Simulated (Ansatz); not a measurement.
`CC[SiH](N)[SiH3]` and `BO[SiH](N)[SiH3]` differ in one atom or group.

Ansatz, PBE0-D4/def2-TZVP geometries, multiplicity 1. Each molecule was computed in one conformer, which needn't be the lowest.

```
                                      property  `CC[SiH](N)[SiH3]`
       HOMO–LUMO gap (ωB97M-V/def2-TZVPP) / eV               11.28
           HOMO–LUMO gap (PBE/def2-TZVPP) / eV                5.19
          HOMO–LUMO gap (PBE0/def2-TZVPP) / eV                7.39
size of the dipole moment (PBE/def2-TZVPP) / D                1.40
           LUMO energy (B3LYP/def2-TZVPP) / eV               -0.07
            LUMO energy (PBE0/def2-TZVPP) / eV                0.15
```

(1) What does the change do to each property? (Best estimate.)

## Answers

(1) Computed: 
```csv
property,`BO[SiH](N)[SiH3]`,shift
HOMO–LUMO gap (ωB97M-V/def2-TZVPP) / eV,11.25,-0.03
HOMO–LUMO gap (PBE/def2-TZVPP) / eV,4.88,-0.31
HOMO–LUMO gap (PBE0/def2-TZVPP) / eV,7.21,-0.18
size of the dipole moment (PBE/def2-TZVPP) / D,1.85,0.45
LUMO energy (B3LYP/def2-TZVPP) / eV,-0.79,-0.72
LUMO energy (PBE0/def2-TZVPP) / eV,-0.54,-0.69
```

With PBE0 the HOMO falls by 0.51 eV and the LUMO falls by 0.69 eV, so the gap narrows by about 0.18 eV. PBE moves the HOMO by -0.55 eV and ωB97M-V by -0.42 eV. Dipoles are sizes alone; their direction can turn.

B3LYP here is the variant with VWN-RPA as its local correlation; programs differ in this.
